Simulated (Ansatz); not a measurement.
CHFNSi (`N#C[SiH]F`) radical at its PBE0-D4/def2-TZVP geometry, where that method's forces vanish. Charge 0, multiplicity 2.

```xyz
5

N     1.6455   -0.3253    1.5016
C     0.8464   -0.1016    0.6996
Si   -0.3141    0.4072   -0.6308
F    -0.5989   -0.8609   -1.5488
H    -1.5790    0.8806   -0.0216
```

(1) What forces (eV/Å) does PBE-D4/def2-TZVPP give on these atoms in Ansatz? (Estimate.)

Answers

(1) Ansatz gave: 
```
N1   1.139 -0.317  1.133
C2  -1.069  0.309 -1.046
Si3  0.228  0.465  0.246
F4  -0.131 -0.528 -0.412
H5  -0.167  0.071  0.079
```
